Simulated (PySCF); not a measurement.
## From computed data to an observable: refractive index and permittivity of the vapour

Se(NH2)(SH) (H3NSSe), SMILES N[Se]S.

The structure is a stationary point at B3LYP-D3(BJ)/def2-TZVP. Other conformers were not sampled.

r2SCAN/def2-TZVPD (PySCF) gives a mean static polarisability of 63.2 bohr³ and a dipole moment of 2.03 D. Take an ideal gas at 298.15 K and 1 bar, whether or not the substance is that volatile.

Problem. Work out n − 1 in the optical limit and the static ε − 1.

Solution. 
Polarisability volume α' = 63.2 × 0.148185 = 9.37 Å³. Number density N = p/kT = 2.43e-5 Å⁻³.
Dilute limit of Lorentz–Lorenz: n − 1 = 2π N α' = 0.0014.
Orientation term of Debye: μ²/(3kT) = 8.098 Å³ × μ²(D²) = 33.37 Å³.
ε − 1 = 4π N (α' + μ²/3kT) = 0.013. Orientation of the dipole supplies 78 % of the static response; it can't follow optical fields. Vibrational polarisation and dispersion are left out.
